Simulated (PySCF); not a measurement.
**NiH and its ions**

ROHF-CCSD(T); basis Ni def2-TZVPPD, H def2-TZVPPD; no relativity; PySCF 2.14. Neutral (ROHF): doublet (δ ↑), Re = 1.454 Å, ωe = 1975 cm⁻¹, De = 2.99 eV.

NiH⁺ (ROHF): triplet (σ ↑, δ ↑), Re = 1.469 Å, ωe = 1999 cm⁻¹, De = 1.68 eV to Ni⁺ (3d9) + H. The energies at the minima are -1508.09627 hartree for NiH and -1507.78752 for NiH⁺.

**Question.** Work out the adiabatic ionisation energy, without and with harmonic zero-point energies (1 hartree = 27.2114 eV, 1 eV = 8065.5 cm⁻¹), and the change of the bond length.

**Answer.** At ROHF-CCSD(T): 0.30875 hartree = 8.402 eV between the minima; the zero-point term (1999.0 − 1975.0)/2 cm⁻¹ = +0.001 eV makes it 8.403 eV. Re changes by +1.5 pm against the neutral. The electron leaves a σ orbital, and the longer bond of the ion fits a bonding orbital, or a change in how ionic the bond is.

Correlated steps freeze 5 core orbitals. For an ion De counts to the pair picked by the measured ionisation energies or electron affinities, which need not be the lowest pair at this level. The CCSD T1 diagnostic is raised in NiH, NiH⁺, a sign that a single reference may not be enough there. With d or f electrons several states lie close, and the lowest PBE0 determinant need not be the measured ground state.
